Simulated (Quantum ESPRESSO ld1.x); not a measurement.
Question: These are the eigenvalues of the occupied orbitals of an atom or ion with whole-number occupations (hartree). All-electron calculation, Dirac Kohn-Sham, PBE, spin-unpolarised, spherical densities, point nucleus. Program: ld1.x of Quantum ESPRESSO 7.5.

| orbital | eigenvalue |
|---|---|
| 1s1/2 | -3079.79 |
| 2s1/2 | -568.097 |
| 2p1/2 | -546.105 |
| 2p3/2 | -474.493 |
| 3s1/2 | -155.627 |
| 3p1/2 | -145.763 |
| 3p3/2 | -129.845 |
| 3d3/2 | -113.584 |
| 3d5/2 | -110.172 |
| 4s1/2 | -54.1906 |
| 4p1/2 | -49.9318 |
| 4p3/2 | -45.8211 |
| 4d3/2 | -38.8602 |
| 4d5/2 | -38.0565 |
| 4f5/2 | -29.1350 |
| 4f7/2 | -28.9362 |

Which element is it, and in what charge state? The configuration may be excited. Open shells, if any, are shared by 2j + 1.

Answer: Z = 80, mercury, charge +25: Hg25+ in [Kr] 4d10 4f9. The list shows which subshells hold electrons but not how many an open one holds; the 1s level, -3079.8 hartree, gives Z - s = 78.5 by -(Z - s)^2/2, which with screening and relativity narrows Z to a few neighbours, and the depths of the outer levels then fix element, charge and occupations together.
